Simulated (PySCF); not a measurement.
## Computed properties of Zr(Cl)(OH)(Me)2 (C2H7ClOZr), SMILES [CH3][Zr]([CH3])([OH])[Cl], multiplicity 1

Zr(Cl)(OH)(Me)2 (C₂H₇ClOZr), SMILES [CH3][Zr]([CH3])([OH])[Cl], multiplicity 1. Coordinates come from a B3LYP-D3(BJ)/def2-SVP optimisation. The spin state was assumed, not searched. The def2 effective core potentials stand for the cores of Zr; spin–orbit coupling is left out. Other conformers were not sampled. All values are computed for the isolated molecule unless a solvent is named; none is compared with measurement here.

**Structure.** The optimised structure has Cs symmetry. All 30 harmonic modes at B3LYP-D3(BJ)/def2-SVP (PySCF) are real, so it is a minimum. With heavy atoms numbered as in [Zr:1]([Cl:2])([OH:3])([CH3:5])[CH3:9], the shortest bond between them is Zr1–O3 at 1.913 Å and the longest Zr1–Cl2 at 2.384 Å.

**Vibrations.** The strongest infrared lines (harmonic, unscaled, degenerate partners summed) lie at 3953 cm⁻¹ (312 km/mol, H 94 %), 330 cm⁻¹ (163 km/mol, H 85 %, O 15 %), 741 cm⁻¹ (161 km/mol, O 74 %, Zr 18 %). The softest mode is at 78 cm⁻¹ and the zero-point energy is 51.1 kcal/mol.

**Electronic structure.** ωB97X/def2-TZVP (PySCF) places the frontier levels at -10.15 and 0.87 eV, a gap of 11.02 eV, and gives a dipole moment of 2.53 D and a mean polarisability of 82.4 bohr³. PBE/def2-TZVP (PySCF) at the same geometry gives -6.35 and -2.20 eV, so its gap is 6.87 eV narrower. An orbital gap is neither the optical nor the fundamental gap.

**Excitations.** TDA-CAM-B3LYP/def2-SVPD (PySCF) has S1 at 4.65 eV (267 nm, f = 0.000, dark); the most intense of the 10 singlets computed lies at 5.20 eV (f = 0.01). T1 (TDA) is at 4.32 eV, 0.33 eV under S1. TDA-PBE/def2-SVPD (PySCF) puts S1 at 4.19 eV. No vertical singlet excitation falls in the visible range (under 3.1 eV).
